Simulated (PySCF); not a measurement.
ethylene carbonate (C₃H₄O₃), singlet, geometry from GFN2-xTB; MP2/def2-SVP in PySCF.

Input for PySCF:
```python
from pyscf import gto, scf, mp

mol = gto.M(
    atom='''
O     2.023648   -0.101964   -0.022196
C     0.841292   -0.042389   -0.009227
O     0.025280   -1.109066    0.060159
C    -1.329230   -0.704059    0.056644
C    -1.252658    0.834151   -0.028325
O     0.135297    1.100975   -0.061921
H    -1.804684   -1.055102    0.976343
H    -1.829133   -1.152343   -0.806069
H    -1.710429    1.232215   -0.937789
H    -1.685980    1.329456    0.844623
''',
    basis='def2-svp',
    charge=0,
    spin=0,
    verbose=4,
)

mf = scf.RHF(mol)
mf.kernel()

pt = mp.MP2(mf, frozen=6)
pt.kernel()
print('E(MP2) = %.10f' % pt.e_tot)
```

What the program printed (banner, timings and long lists left out):

```
PySCF version 2.14.0

[INPUT] verbose = 4
[INPUT] num. atoms = 10
[INPUT] num. electrons = 46
[INPUT] charge = 0
[INPUT] spin (= nelec alpha-beta = 2S) = 0
[INPUT] symmetry False subgroup None
[INPUT] Mole.unit = angstrom
[INPUT] Symbol           X                Y                Z      unit          X                Y                Z       unit  Magmom
[INPUT]  1 O      2.023648000000  -0.101964000000  -0.022196000000 AA    3.824140492524  -0.192684034565  -0.041944361061 Bohr   0.0
[INPUT]  2 C      0.841292000000  -0.042389000000  -0.009227000000 AA    1.589811470788  -0.080103600694  -0.017436502951 Bohr   0.0
[INPUT]  3 O      0.025280000000  -1.109066000000   0.060159000000 AA    0.047772276429  -2.095830994067   0.113684033928 Bohr   0.0
[INPUT]  4 C     -1.329230000000  -0.704059000000   0.056644000000 AA   -2.511880656556  -1.330478685535   0.107041646600 Bohr   0.0
[INPUT]  5 C     -1.252658000000   0.834151000000  -0.028325000000 AA   -2.367180547745   1.576316936532  -0.053526492478 Bohr   0.0
[INPUT]  6 O      0.135297000000   1.100975000000  -0.061921000000 AA    0.255674275475   2.080541219993  -0.117013731359 Bohr   0.0
[INPUT]  7 H     -1.804684000000  -1.055102000000   0.976343000000 AA   -3.410358501385  -1.993853813481   1.845020873636 Bohr   0.0
[INPUT]  8 H     -1.829133000000  -1.152343000000  -0.806069000000 AA   -3.456560415404  -2.177612671560  -1.523249647502 Bohr   0.0
[INPUT]  9 H     -1.710429000000   1.232215000000  -0.937789000000 AA   -3.232242365514   2.328548876581  -1.772164372630 Bohr   0.0
[INPUT] 10 H     -1.685980000000   1.329456000000   0.844623000000 AA   -3.186040451494   2.512307734660   1.596106148509 Bohr   0.0

nuclear repulsion = 247.481596627933
number of shells = 48
number of NR pGTOs = 172
number of NR cGTOs = 104
basis = def2-svp
ecp = {}

******** <class 'pyscf.scf.hf.RHF'> ********
method = RHF
initial guess = minao
damping factor = 0
level_shift factor = 0
DIIS = <class 'pyscf.scf.diis.CDIIS'>
diis_start_cycle = 1
diis_space = 8
diis_damp = 0
SCF conv_tol = 1e-09
SCF conv_tol_grad = None
SCF max_cycles = 50
direct_scf = True
direct_scf_tol = 1e-13
Set gradient conv threshold to 3.16228e-05
Initial guess from minao.
init E= -341.766281134327
  HOMO = -0.315395620636904  LUMO = 0.116371812995264  gap/eV = 11.74899
cycle= 1 E= -340.063332610012  delta_E=  1.7  |g|= 0.971  |ddm|=  3.3
  HOMO = -0.385970520339768  LUMO = 0.111586745117855  gap/eV = 13.53922
cycle= 2 E= -340.195022747698  delta_E= -0.132  |g|= 0.63  |ddm|= 1.11
  HOMO = -0.480001078375431  LUMO = 0.147428492026346  gap/eV = 17.07323
cycle= 3 E= -340.266339686104  delta_E= -0.0713  |g|= 0.0824  |ddm|= 0.476
  HOMO = -0.467184541303094  LUMO = 0.153336528202911  gap/eV = 16.88524
cycle= 4 E= -340.268197310329  delta_E= -0.00186  |g|= 0.0363  |ddm|= 0.0976
  HOMO = -0.470122274786725  LUMO = 0.153426072772459  gap/eV = 16.96761
cycle= 5 E= -340.268538347379  delta_E= -0.000341  |g|= 0.00842  |ddm|= 0.0366
  HOMO = -0.470687160555493  LUMO = 0.153274807575843  gap/eV = 16.97887
cycle= 6 E= -340.268583073744  delta_E= -4.47e-05  |g|= 0.00432  |ddm|= 0.0157
  HOMO = -0.470008823135238  LUMO = 0.153418487750822  gap/eV = 16.96432
cycle= 7 E= -340.268595397445  delta_E= -1.23e-05  |g|= 0.00124  |ddm|= 0.00968
  HOMO = -0.470056617835282  LUMO = 0.153458867076717  gap/eV = 16.96672
cycle= 8 E= -340.268596436661  delta_E= -1.04e-06  |g|= 0.000284  |ddm|= 0.00304
  HOMO = -0.470065982250907  LUMO = 0.153486650349547  gap/eV = 16.96773
cycle= 9 E= -340.268596481733  delta_E= -4.51e-08  |g|= 7.57e-05  |ddm|= 0.000667
  HOMO = -0.47004846521991  LUMO = 0.153483043163038  gap/eV = 16.96716
cycle= 10 E= -340.268596483833  delta_E= -2.1e-09  |g|= 2.04e-05  |ddm|= 0.000119
  HOMO = -0.470049380782463  LUMO = 0.15348428135982  gap/eV = 16.96722
cycle= 11 E= -340.268596484064  delta_E= -2.31e-10  |g|= 4.49e-06  |ddm|= 3.76e-05
  HOMO = -0.470048937000547  LUMO = 0.153484118230636  gap/eV = 16.96720
Extra cycle  E= -340.268596484069  delta_E= -5.23e-12  |g|= 1.8e-06  |ddm|= 5.36e-06
converged SCF energy = -340.268596484069

******** <class 'pyscf.mp.mp2.RMP2'> ********
nocc = 17, nmo = 98
frozen orbitals 6
E(RMP2) = -341.196858991758  E_corr = -0.928262507689239
E(SCS-RMP2) = -341.17049707723  E_corr = -0.90190059316066
E_corr(same-spin) = -0.244632018538185
E_corr(oppo-spin) = -0.683630489151054
E(MP2) = -341.1968589918
```
